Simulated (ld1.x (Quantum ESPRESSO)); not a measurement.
# Before and after: TM semilocal potential for neodymium

neodymium, norm-conserving Troullier–Martins (semilocal form), made with ld1.x (Quantum ESPRESSO) 7.5 (PBEsol, scalar-relativistic). Core [Kr] 4d10, reference 4f4 5s2 5p6 5d0 6s0 6p0 (charge +2). Waves: 5s (bound): rc 2.30 bohr; 5p (bound): rc 2.15 bohr; 4f (bound): rc 1.55 bohr; 5d (bound, empty): rc 2.30 bohr. Local part: the d channel. Core correction: Bessel-smoothed model core inside 1.15 bohr.

Change: wave 5p (bound): rc 2.15 bohr becomes 5p (bound): rc 1.88 bohr.

Cutoffs: the cutoffs (Ry, on a coarse ladder) from which the occupation-weighted sum of valence levels, in a spherical-Bessel basis at the reference potential, stays within 10 and 1 mRy of its value at 400 Ry; they do not see the model core or the augmentation charge, which bear on the density cutoff. Errors are all-electron minus pseudo energies relative to the spin-unpolarised reference configuration.

Task: What does the change do?

Result: The potential gets neither clearly harder nor softer (160 Ry and 200 Ry → 160 Ry and 200 Ry); the f channel sets the loose cutoff, while the largest relative change is in p, which becomes harder; of the 6 tests that both files solve, the error grows in 1 and shrinks in 1 by more than 15 % and 0.3 meV (median size 1171.6 → 1171.3 meV); neither file shows a bound ghost at the reference potential, the only one tested. A semilocal file is local in each channel, so a ghost entry of none says nothing of the separable form that plane-wave codes build from it.

| quantity | base | changed |
| --- | --- | --- |
| cutoff, loose | 160 Ry | 160 Ry |
| cutoff, tight | 200 Ry | 200 Ry |
| loose cutoff by channel (10 mRy a level) | s 15 Ry, p 18 Ry, f 140 Ry | s 15 Ry, p 25 Ry, f 140 Ry |
| bound ghosts | none | none |
| tests counted (converged, no solver errors) | 6 of 7 | 6 of 7 |
| error for 4f4 5s2 5p6 5d0 6s2 6p0, meV [ΔE -16.51 eV] | +1375 | +1374 |
| error for 4f4 5s2 5p6 5d0 6s1 6p0, meV [ΔE -10.69 eV] | +969 | +968 |
| error for 4f3 5s2 5p6 5d0 6s0 6p0, meV [ΔE 22.49 eV] | +147 | +95 |
| error for 4f5 5s2 5p6 5d0 6s0 6p0, meV [ΔE -8.20 eV] | -6.7 | -21 |
| error for 4f4 5s2 5p5 5d0 6s2 6p0, meV [ΔE 10.35 eV] | +2532 | +2525 |
| error for 4f3 5s2 5p6 5d1 6s1 6p0, meV [ΔE -8.35 eV] | +1512 | +1488 |
| s: phases at 2.49 bohr within 0.05 rad from the reference energy up to (Ry; the scan ends near 5) | -2.0 | -2.0 |
| p: phases at 2.49 bohr within 0.05 rad from the reference energy up to (Ry; the scan ends near 5) | 0.4 | 0.8 |
| d: phases at 2.49 bohr within 0.05 rad from the reference energy up to (Ry; the scan ends near 5) | 3.1 | 3.1 |
| f: phases at 2.49 bohr within 0.05 rad from the reference energy up to (Ry; the scan ends near 5) | 0.5 | 0.5 |

Base: Tests not counted: 4f4 5s2 5p6 5d0 6s0 6p1 (solver errors, printed error -6.0 eV). These tests converged, but a pseudo level misses the all-electron one widely, so the file describes the atom poorly there or has found another state: 4f4 5s2 5p6 5d0 6s2 6p0: 4f by 1.2 eV; 4f3 5s2 5p6 5d0 6s0 6p0: empty 6s by 2.8 eV. Changed file: Tests not counted: 4f4 5s2 5p6 5d0 6s0 6p1 (solver errors, printed error -6.0 eV). These tests converged, but a pseudo level misses the all-electron one widely, so the file describes the atom poorly there or has found another state: 4f4 5s2 5p6 5d0 6s2 6p0: 4f by 1.2 eV; 4f3 5s2 5p6 5d0 6s0 6p0: empty 6s by 2.8 eV.
